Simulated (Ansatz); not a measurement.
System: BN$_{2}$H$_{4}$, charge 0, doublet. BN2H4 (SMILES N[B]N, doublet).
B3LYP-D3(BJ)/def2-TZVP minimum from Ansatz (a program for electronic structure):
```
B
N 1 1.3992
H 2 1.0035 1 122.58
H 2 1.0116 3 113.34 1 -180.00
N 1 1.3992 2 127.78 3 -180.00
H 5 1.0035 1 122.58 2 180.00
H 5 1.0116 6 113.34 1 -180.00
```
Charge 0, spin multiplicity 2.

Total energies in hartree (Ansatz). Radicals and triplets start from unrestricted determinants; spin-orbit coupling is neglected. Correlated methods leave the cores frozen. No relativity. For partners of very few electrons the exact lower level stands in for a higher one.

| species | HF/cc-pVTZ | CCSD(T)/cc-pVTZ | HF/cc-pVQZ | CCSD(T)/cc-pVQZ | CCSD(T)/cc-pVDZ | CCSDT(Q)/cc-pVDZ |
|---|---|---|---|---|---|---|
| 1: BN2H4 (SMILES N[B]N, doublet) | -135.99060 | -136.53718 | -136.00141 | -136.58033 | -136.38862 | -136.39031 |
| 2: B (doublet) | -24.53207 | -24.59810 | -24.53297 | -24.60084 | -24.58941 | -24.58977 |
| 3: N (quartet) | -54.40069 | -54.51471 | -54.40372 | -54.52482 | -54.47850 | -54.47866 |
| 4: H (doublet) | -0.49981 | -0.49981 | -0.49995 | -0.49995 | -0.49928 | -0.49928 |

**Question.** Work out the atomisation energy (electronic, to ground-state atoms) in kcal/mol: take Hartree-Fock from cc-pVQZ, extrapolate the CCSD(T) correlation energy as X^-3 (X = 3, 4), and add CCSDT(Q) - CCSD(T) in cc-pVDZ. 1 hartree = 627.51 kcal/mol.

**Answer.** 
Species 1: correlation (64·(-0.57892) - 27·(-0.54658))/37 = -0.60252; step -0.00169; E1 = -136.00141 + (-0.60252) + (-0.00169) = -136.60562
Species 2: correlation (64·(-0.06787) - 27·(-0.06603))/37 = -0.06921; step -0.00036; E2 = -24.53297 + (-0.06921) + (-0.00036) = -24.60254
Species 3: correlation (64·(-0.12110) - 27·(-0.11402))/37 = -0.12627; step -0.00016; E3 = -54.40372 + (-0.12627) + (-0.00016) = -54.53015
Species 4: correlation (64·(0.00000) - 27·(0.00000))/37 = 0.00000; step +0.00000; E4 = -0.49995 + (0.00000) + (+0.00000) = -0.49995
-1·E1 +1·E2 +2·E3 +4·E4 = 0.94298 hartree = 591.7 kcal/mol.
